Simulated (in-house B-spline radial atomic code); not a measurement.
KLI/ALDAx excitations of the antimony ion Sb⁵⁺

Method: KLI/ALDAx. Computed with a B-spline radial code for spherical atoms: linear response of the closed shell [Kr] 4d10 with the adiabatic LDA exchange kernel on the exchange-only KLI potential; scalar-relativistic (spin-free one-electron X2C), finite nucleus, no spin-orbit coupling, no double excitations, S, P, D and F terms only; shells from n = 2 respond. Only terms of natural parity with L up to 3 were computed.

Command:
```bash
python run_td.py task.json out
```
Settings (radii: box in bohr, nucleus in fm):
```
Z                        51
electrons                46
configuration            [Kr] 4d10
hamiltonian              x2c
method                   kli
box_radius               16.35
rms_radius               4.6802
intervals                103
```

Time taken, with all properties: 2.7 s on 1 thread of Intel(R) Xeon(R) Platinum 8488C (Sapphire Rapids) (shared host).

The lowest states, in the order of their Tamm-Dancoff energies; the method's threshold (minus the highest occupied level) is 100.08 eV. Labels give the largest channel, * marks a mixed state, and oscillator strengths are full-response dipole values. Semilocal kernels can invert the small singlet-triplet splittings of Rydberg terms. Energies in eV:

| state | full response | Tamm-Dancoff | oscillator strength |
| --- | --- | --- | --- |
| 4d → 5s 3D | ? | ? | - |
| 4d → 5s 1D | 30.34 | 30.36 | - |
| 4d → 5p 3P | 41.22 | 41.25 | - |
| 4d → 5p 3F | 41.56 | 41.57 | - |
| 4d → 5p 1F | 42.13 | 42.13 | - |
| 4d → 5p 1P | 43.12 | 43.21 | 0.94 |
| 4d → 5d 3S | 57.68 | 57.71 | - |
| 4d → 5d 3D | 58.69 | 58.70 | - |
| 4d → 5d 1D | ? | ? | - |
| 4d → 4f 3P | 60.03 | 60.08 | - |

Task: Where does 4d → 5d 1D lie?

Result: At 59.23 eV in full response, 59.24 eV in Tamm-Dancoff.

Task: Where does 4d → 5s 3D lie?

Result: At 29.432 eV in full response, 29.451 eV in Tamm-Dancoff.

Task: How large is the singlet-triplet splitting of 4d → 5s (D terms) in Tamm-Dancoff?

Result: 0.91 eV, from the unrounded values.

Task: What polarisabilities and dispersion coefficient does the method give?

Result: Dipole 1.703 bohr³, quadrupole 2.847 bohr⁵, C6 5.821 hartree·bohr⁶ for two such species.
